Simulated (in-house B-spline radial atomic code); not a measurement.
The numbers below are computed, except where a source is named.
**Making a Troullier-Martins p channel for Mg, r_c = 0.91 bohr**

Mg, [Ne] 3s2, non-relativistic LDA (VWN5), spherical and spin-unpolarised, from a B-spline radial code for spherical atoms (atomic units). The all-electron 2p level is ε = -1.718970 hartree and its outer maximum at 0.48 bohr.

Inside r_c the pseudo-orbital is u(r) = r^2 exp(p(r)), with p = c0 + c2 r² + c4 r⁴ + … + c12 r¹². The seven coefficients follow from p and its first four derivatives at r_c, from zero curvature of the screened potential at the origin, c4 = −c2²/(2l + 5), and from the norm inside r_c. At r_c the all-electron orbital has P = 0.8152397, P' = -1.014003, the screened potential V = -2.742721, V' = 5.866652, V'' = -18.79016, and the norm inside is Q = 0.7712235.

Question: What are p, p' and p'' at r_c?

Answer: p = ln(P/r_c^2) = ln(0.8152397/0.8281) = -0.01565. p' = P'/P − 2/r_c = -1.24381 − 2.19780 = -3.44161. The radial equation gives p'' = 2(V − ε) − 2(2) p'/r_c − p'² = -2.04750 − (-15.12796) − 11.84469 = 1.23577. Differentiating, p''' = 2V' + 2(2)p'/r_c² − 2(2)p''/r_c − 2p'p'' = -1.8167, and p'''' = 2V'' − 4(2)p'/r_c³ + 4(2)p''/r_c² − 2(2)p'''/r_c − 2p''² − 2p'p''' = 3.3211.

For a trial c2 the five matching conditions are linear in c0, c6, c8, c10 and c12, and c2 is varied until the norm inside r_c equals Q. The root nearest zero gives:

| n | c_n |
| --- | --- |
| 0 | 2.786376 |
| 2 | -4.813554 |
| 4 | -3.310043 |
| 6 | 19.23873 |
| 8 | -27.59452 |
| 10 | 17.82481 |
| 12 | -4.453118 |

Question: Check c4 and p(r_c), and find the screened pseudopotential at the origin.

Answer: −c2²/7 = -3.31004, as listed. The terms c_n r_c^n are 2.78638, -3.98610, -2.26986, 10.92508, -12.97639, 6.94127, -1.43602, which sum to -0.01565. Inverting the radial equation, V_l(r) = ε + 2 p'/r + (p'' + p'²)/2, so V_l(0) = ε + (2l + 3) c2 = -1.71897 + 5 × (-4.81355) = -25.7867 hartree, finite where the all-electron potential diverges.

Orbitals and screened potentials:

```csv
r (bohr),P,u,V all-electron,V pseudo
0.091,0.2606,0.1291,-104.3,-25.74
0.228,0.8075,0.6524,-30.87,-24.34
0.364,1.091,1.112,-14.95,-18.91
0.501,1.147,1.22,-8.565,-10.59
0.637,1.078,1.105,-5.465,-4.614
0.774,0.9534,0.9551,-3.756,-3.08
0.91,0.8152,0.8152,-2.743,-2.743
```

Logarithmic derivatives P'/P at R = 1.21 bohr, for energies E around ε:

| E − ε (hartree) | all-electron | pseudo |
| --- | --- | --- |
| -0.5 | 0.332032 | 0.338234 |
| -0.25 | -0.342156 | -0.33942 |
| -0.1 | -0.94117 | -0.940507 |
| 0 | -1.4858 | -1.4858 |
| 0.1 | -2.22353 | -2.2222 |
| 0.25 | -4.02714 | -4.01032 |
| 0.5 | -16.1638 | -15.554 |

Question: With P(R) = 0.5388085 and a norm of 0.9084296 inside R, what slope in energy does norm conservation fix?

Answer: d(P'/P)/dE = −2 × (norm inside R)/P(R)² = -6.2582 per hartree·bohr at E = ε, for both atoms, since orbital and norm agree at R. Differences over ±0.1 hartree give -6.4118 (all-electron) and -6.4085 (pseudo), which also hold third-order terms. Half a hartree below ε the two curves differ by +0.0062.
